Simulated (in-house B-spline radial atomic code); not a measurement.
KLI/ALDAx excitations of Br VIII (Br7+)

Method: KLI/ALDAx. Computed with a B-spline radial code for spherical atoms: linear response of the closed shell [Ar] 3d10 with the adiabatic LDA exchange kernel on the exchange-only KLI potential; non-relativistic, point nucleus, no spin-orbit coupling, no double excitations, S, P, D and F terms only. Only terms of natural parity with L up to 3 were computed.

Without relativity these are model numbers for so heavy an element.

Command:
```bash
python run_td.py task.json out
```
Settings (radii: box in bohr, nucleus in fm):
```
Z                        35
electrons                28
configuration            [Ar] 3d10
hamiltonian              nr
method                   kli
box_radius               12.81
intervals                73
```

Time taken, with all properties: 1 s on 1 thread of Intel(R) Xeon(R) Platinum 8259CL CPU @ 2.50GHz (Skylake/Cascade Lake) (shared host).

The lowest states, in the order of their Tamm-Dancoff energies; the method's threshold (minus the highest occupied level) is 196.04 eV. Labels give the largest channel, * marks a mixed state, and oscillator strengths are full-response dipole values. Semilocal kernels can invert the small singlet-triplet splittings of Rydberg terms. Energies in eV:

| state | full response | Tamm-Dancoff | oscillator strength |
| --- | --- | --- | --- |
| 3d → 4s 3D | 71.91 | 71.93 | - |
| 3d → 4s 1D | 72.80 | 72.81 | - |
| 3d → 4p 3P | 88.16 | 88.18 | - |
| 3d → 4p 3F | 88.56 | 88.57 | - |
| 3d → 4p 1F | 89.26 | 89.26 | - |
| 3d → 4p 1P | 90.53 | 90.62 | 0.55 |
| 3d → 4d 3S | 113.90 | 113.95 | - |
| 3d → 4d 3D | 115.47 | 115.48 | - |
| 3d → 4d 1D | ? | ? | - |
| 3d → 4d 1S | ? | ? | - |

Task: Where does 3d → 4d 1D lie?

Result: At 116.49 eV in full response, 116.51 eV in Tamm-Dancoff.

Task: Where does 3d → 4d 1S lie?

Result: At 123.35 eV in full response, 124.31 eV in Tamm-Dancoff.

Task: How large is the singlet-triplet splitting of 3d → 4s (D terms) in Tamm-Dancoff?

Result: 0.884 eV, from the unrounded values.

Task: What polarisabilities and dispersion coefficient does the method give?

Result: Dipole 0.2622 bohr³, quadrupole 0.1985 bohr⁵, C6 0.3387 hartree·bohr⁶ for two such species.
